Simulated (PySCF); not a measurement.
Highest orbital energy against ionisation energy along the second row

Calculated with PySCF 2.14, no spin-orbit coupling. Each cell gives −ε(HOMO) / ΔSCF in eV; NIST values include spin-orbit coupling, (s) semi-empirical, (t) theoretical.

```json
{"species": "B(2+) (aug-cc-pCVTZ-DK, spin-free X2C)", "UHF": "37.831 / 37.827", "LDA": "32.367 / 37.905", "PBE": "32.652 / 38.292", "PBE0": "34.054 / 38.234", "r2SCAN": "32.888 / 37.864", "NIST (lowest levels)": "37.931"}
{"species": "C(2+) (aug-cc-pCVTZ-DK, spin-free X2C)", "UHF": "46.116 / 45.800", "LDA": "40.172 / 46.970", "PBE": "40.376 / 47.126", "PBE0": "42.055 / 47.062", "r2SCAN": "40.690 / 46.646", "NIST (lowest levels)": "47.888"}
{"species": "N(2+) (aug-cc-pCVTZ-DK, spin-free X2C)", "UHF": "47.997 / 47.263", "LDA": "38.555 / 47.839", "PBE": "38.812 / 47.993", "PBE0": "41.236 / 47.976", "r2SCAN": "39.756 / 48.196", "NIST (lowest levels)": "47.445 (s)"}
{"species": "O(2+) (aug-cc-pCVTZ-DK, spin-free X2C)", "UHF": "55.754 / 54.578", "LDA": "44.958 / 55.390", "PBE": "45.044 / 55.242", "PBE0": "47.875 / 55.277", "r2SCAN": "46.101 / 55.578", "NIST (lowest levels)": "54.936 (s)"}
{"species": "F(2+) (aug-cc-pCVTZ-DK, spin-free X2C)", "UHF": "63.843 / 62.224", "LDA": "51.573 / 63.150", "PBE": "51.549 / 62.827", "PBE0": "54.796 / 62.904", "r2SCAN": "52.783 / 63.145", "NIST (lowest levels)": "62.708 (s)"}
{"species": "Ne(2+) (aug-cc-pCVTZ-DK, spin-free X2C)", "UHF": "64.082 / 61.801", "LDA": "52.112 / 63.602", "PBE": "52.531 / 63.862", "PBE0": "55.725 / 63.712", "r2SCAN": "53.370 / 63.601", "NIST (lowest levels)": "63.423"}
```

Question: How far is −ε(HOMO) from ΔSCF on average for each method, and why?

Answer: UHF 1.02 eV; LDA -9.19 eV; PBE -9.06 eV; PBE0 -6.57 eV; r2SCAN -8.24 eV. Hartree-Fock orbital energies lack relaxation and so exceed the ΔSCF value; semilocal functionals have convex E(N) from self-interaction, so their HOMO lies far too high; exact exchange moves hybrids part of the way back.
